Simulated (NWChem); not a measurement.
System: ZrF$_{3}$ cation; SMILES [F][Zr+]([F])[F]

```xyz
4

Zr     0.0000     0.0000     0.2356
F      1.2344     1.2344    -0.3491
F      0.4518    -1.6863    -0.3491
F     -1.6863     0.4518    -0.3491
```
Atoms are numbered in this order, from 1.

Computed with NWChem. Medium grid unless said otherwise, to which SCAN and Minnesota functionals are sensitive. All runs use the structure optimised with PBE0/def2-SVP. The spin multiplicity was typed, not searched, and may not be the lowest. def2 effective core potentials on Zr; no spin-orbit coupling. Total energies of different functionals are on different scales.

| level | energy (Ha) | highest occupied level (eV) | orbital gap (eV) |
|---|---|---|---|
| B3LYP/def2-TZVP | -346.6636 | -17.95 | 7.84 |
| PBE/def2-TZVP | -346.3929 | -16.26 | 5.81 |
| HCTH/407/def2-TZVP | -346.7659 | -16.51 | 5.82 |
| OLYP/def2-TZVP | -346.6375 | -16.13 | 5.64 |
| M06-2X/def2-TZVP | -346.4334 | -20.30 | 11.15 |
| Hartree-Fock/def2-TZVP | -344.9289 | -23.38 | 16.48 |
